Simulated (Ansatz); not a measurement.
`FC#[C][AlH2]` + `[OH][GaH2]` → `[AlH2][O][GaH2]` + `C#CF` at 400 K and 1 bar (ligand exchange at the Al–C bond).

Computed with Ansatz on PBE0-D4/def2-TZVP structures; ΔE is electronic, products minus reactants. CCSD(T)/CBS adds triple-zeta CCSD(T) − MP2 to the extrapolated MP2 energy (def2 sets, frozen cores). This one scheme is used for every species. For Ga outer-core shells are correlated without core-valence functions, which leaves a few kJ/mol of doubt a bond. Scalar relativity is left out up to krypton.

| species | CCSD(T)/CBS energy (Eh) | H − E (kJ/mol) | S (J/(mol·K)) |
| --- | --- | --- | --- |
| `FC#[C][AlH2]` | -419.01167 | 91.1 | 321.5 |
| `[OH][GaH2]` | -2000.92981 | 89.0 | 281.3 |
| `[AlH2][O][GaH2]` | -2243.58748 | 109.3 | 356.0 |
| `C#CF` | -176.38388 | 70.6 | 244.8 |

H − E and S are ideal-gas, rigid-rotor, harmonic terms from PBE0-D4/def2-TZVP. 1 Eh = 2625.50 kJ/mol, R = 8.31446 J/(mol·K).

Question: By hand: ΔE, ΔH, ΔS and ΔG.

Answer: ΔE = (-2243.58748) + (-176.38388) − (-419.01167) − (-2000.92981) = -0.02988 Eh = -78.4 kJ/mol. Δ(H − E) = 109.3 + 70.6 − 91.1 − 89.0 = -0.2, so ΔH = -78.6 kJ/mol. ΔS = 356.0 + 244.8 − 321.5 − 281.3 = -2.0 J/(mol·K). ΔG = -78.6 − 400 × (-2.0)/1000 = -77.8 kJ/mol.

Question: By hand: the equilibrium constant, and the temperature at which ΔG would vanish if ΔH and ΔS stayed fixed.

Answer: log₁₀ K = −ΔG/(RT ln 10) = 10.2. ΔG = 0 at ΔH/ΔS = 39300 K, far beyond where these terms or the molecules hold.

The number of gas molecules stays the same, so ΔS is small and ΔH decides. A doubt of 5 kJ/mol in ΔE shifts log₁₀ K by 0.7 here. These are equilibria of isolated gas molecules and say nothing of rates. Largest T1 diagnostic: 0.015 (customary marks: 0.02 for closed shells, 0.045 for open ones).
